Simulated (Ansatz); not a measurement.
Species: C$_{4}$H$_{7}$O, net charge 0, doublet state. It need not be the lowest isomer of its formula. 
Geometry from a B3LYP-D3(BJ)/def2-TZVP (Ansatz, a quantum-chemistry and plane-wave program) optimisation:
```xyz
12

C     -2.3364    -0.1494     0.0236
C     -0.9442     0.3247    -0.1708
C      0.1041    -0.6966     0.2571
C      1.5272    -0.2326     0.1176
O      1.8642     0.8525    -0.2800
H     -3.1554     0.3091    -0.5124
H     -2.5796    -0.8600     0.8027
H     -0.7690     1.2547     0.3914
H     -0.7762     0.6051    -1.2147
H     -0.0356    -0.9936     1.3048
H      0.0076    -1.6291    -0.3130
H      2.2908    -0.9828     0.4164
```
Charge 0, spin multiplicity 2.

Computed values are from Ansatz. Correlated levels leave the core frozen unless marked. UHF or UKS for open shells. No spin-orbit coupling. Non-relativistic. CBS marks a two-point X^-3 extrapolation of the correlation energy; Hartree-Fock from the larger set. The bracket is a focal-point correction in the basis named.

```
Property                                                                             Result
---------------------  --------------------------------------------------------------------
atomisation energy De  1155.8 kcal/mol at RI-MP2/CBS(cc-pVTZ,cc-pVQZ)+[CCSD(T)-MP2]/cc-pVTZ
total energy              -231.5114 Eh at RI-MP2/CBS(cc-pVTZ,cc-pVQZ)+[CCSD(T)-MP2]/cc-pVTZ
dipole moment                                                 2.33 D at CCSD(T)/aug-cc-pVDZ
T1 diagnostic                                                         0.013 at CCSD/cc-pVTZ
```
